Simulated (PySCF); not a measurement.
Species: sum formula AlO₂H₃, charge 0, multiplicity 1. 
Coordinates optimised at B3LYP-D3(BJ)/def2-TZVP (Ansatz):
```xyz
6

O     -1.5121    -0.2452     0.0971
Al     0.0247     0.4563    -0.0076
O      1.3786    -0.5665    -0.0780
H     -1.6683    -1.1905     0.1195
H      0.1299     2.0173    -0.0351
H      2.2854    -0.2646    -0.1383
```
Charge 0, spin multiplicity 1.

Dispersion corrections to the total energy (kcal/mol) from the dftd3 and dftd4 libraries through PySCF: D3(BJ) without and D4 with the three-body term, each with the damping fitted for the functional named.

```csv
functional,D3(BJ),D4
B2PLYP,(withheld),-1.12
BLYP,-3.41,-3.63
B2GP-PLYP,(withheld),-0.67
BP86,-2.58,-2.16
CAM-B3LYP,-1.25,-1.37
HF,(withheld),-5.92
revPBE,-3.83,-4.97
```

Q: Fill in the missing entries.

A: 
- B2PLYP, D3(BJ): -1.35
- B2GP-PLYP, D3(BJ): -1.26
- HF, D3(BJ): -14.37
